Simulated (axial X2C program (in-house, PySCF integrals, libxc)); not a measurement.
## Nuclear properties of GeBr⁻

Computed with an in-house all-electron X2C program for linear molecules (integrals from PySCF): two-component X2C with atomic mean-field Coulomb and Gaunt terms, Gaussian nuclei, basis Br dyall-acv3z, Ge dyall-acv3z with contracted cores.

R = 2.527 Å (near the PBE0 minimum at charge -1 of the determinant lowest at the starting distance; the state shown can have its own minimum elsewhere).

Determinant lowest in the PBE0 search, Ω = 1 (⟨Sz⟩ = 1.00, ⟨Lz⟩ = 0.00 at PBE0), spin on the atoms Br -0.02, Ge 1.02:

```tsv
level	Eeff magnitude (GV/cm)	Ws magnitude Br (kHz)	Ws magnitude Ge (kHz)	A∥/gI Br (MHz)	qzz Br (a.u.)	A∥/gI Ge (MHz)	qzz Ge (a.u.)
PBE0	0.288	0.0463	0.0704	-42.5	3.02	-420	2.00
HF	0.714	0.0237	0.271	-19	2.65	-426	2.30
LDA	0.144	0.0663	0.00947	-57.3	3.10	-346	1.86
BHandHLYP	0.2	0.00751	0.0697	-26.1	2.81	-342	2.26
TPSSh	0.258	0.0324	0.0713	-40.2	2.99	-370	2.05
```

Determinant 0.61 eV from it at PBE0 and this distance, Ω = 0 (closed shell), highest spinor 83% Ge p, 7% Br d, 5% Br p:

```csv
level,qzz Br (a.u.),qzz Ge (a.u.)
PBE0,2.93,1.93
HF,2.62,2.12
LDA,2.98,1.85
BHandHLYP,2.80,2.11
TPSSh,2.87,1.95
```

Eeff is the effective electric field on the electron electric dipole moment in this Ω state and Ws the scalar–pseudoscalar constant of the nucleus named (defined with the proton number Z and per Ω); A∥ (defined per Ω) follows by multiplying with gI = μI/(I μN); qzz is the electric field gradient, eQq0 = 234.96 MHz × Q/barn × qzz. The operators were transformed with the bare-nucleus X2C matrices; with these basis sets, hyperfine constants and field gradients can be off by tens of per cent, and where levels differ in sign neither size nor sign is settled.

Task: With Q(79Br) = 0.3087 barn, gI(73Ge) = -0.1954, Q(73Ge) = -0.196 barn (g factors from the IAEA table of nuclear moments by Stone; Q from Pyykkö, Mol. Phys. 2018), turn the PBE0 values of the first state into constants in MHz.

Result: eQq0(79Br) = 234.96 × (0.3087) × (3.02) = 219 MHz; A∥(73Ge) = -420 × -0.1954 = 82.1 MHz; eQq0(73Ge) = 234.96 × (-0.196) × (2.00) = -92.1 MHz.

Each state is one determinant with collinear spin, which with several unpaired electrons need not be a pure state. Unrestricted Hartree–Fock can overshoot spin polarisation at the nuclei. For an anion, determinants above electron detachment, or with a positive highest level, are held by the basis set. A closed determinant beside an open π² or δ² triplet, such as (π1/2)², mixes with its partner pair into the 0⁺ component of the triplet and ¹Σ⁺, so its energy is not that of a level, and 0⁺ can lie lowest. With several open shells hyperfine constants can be off by a factor of several. Where Eeff spreads by more than a factor of two the levels disagree and none is to be relied on. Open-shell Ω = 0 determinants with evenly filled partner blocks cannot be reached by this program, so the Ω shown need not be the lowest component. The search compared states at one distance, so a state with another bond length can lie lower. The sign of Ws at Ge differs between levels in the first state. Further determinants of the search, some of them spin-mixed, are not shown. Where a field gradient or hyperfine factor spreads by more than a factor of two over the levels, a constant derived from it is not to be relied on. PBE0 term energies can be off by some tenths of an eV.
